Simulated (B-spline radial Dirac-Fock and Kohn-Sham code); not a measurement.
# What relativity does to the binding energies of Lu

System: the Lu atom, configuration [Xe] 4f14 5d1 6s2.

Both columns are ΔSCF binding energies of the configuration average from a radial finite-basis atomic code: non-relativistic Hartree-Fock with a point nucleus, and Dirac-Fock with a finite nucleus and the Coulomb interaction alone, averaged over the two j levels with weights 2j+1.

```tsv
shell	Hartree-Fock (eV)	Dirac-Fock (eV)	shift (eV)	shift (%)
1s	58907.5	63621.1	+4713.57	+8.00
2s	9680.4	10921.3	+1240.98	+12.82
2p	9239.2	9648.1	+408.88	+4.43
3s	2209.5	2513.1	+303.67	+13.74
3p	2007.1	2120.2	+113.06	+5.63
3d	1634.0	1619.3	-14.64	-0.90
4s	448.6	521.7	+73.11	+16.30
4p	364.7	390.3	+25.52	+7.00
4d	213.5	209.8	-3.69	-1.73
4f	19.88	12.88	-7.01	-35.25
5s	60.16	70.03	+9.87	+16.40
5p	34.87	36.51	+1.64	+4.70
5d	5.63	4.34	-1.30	-23.03
6s	5.19	5.76	+0.57	+10.96
```

Relativity binds 1s, 2s, 2p, 3s, 3p, 4s, 4p, 5s, 5p, 6s more strongly, among those listed most of all 5s in relative terms, and 3d, 4d, 4f, 5d more weakly, because the contracted s and p shells screen the nucleus better.

Values without a named source are computed, but for edge energies of neutral atoms, which are taken from tables.
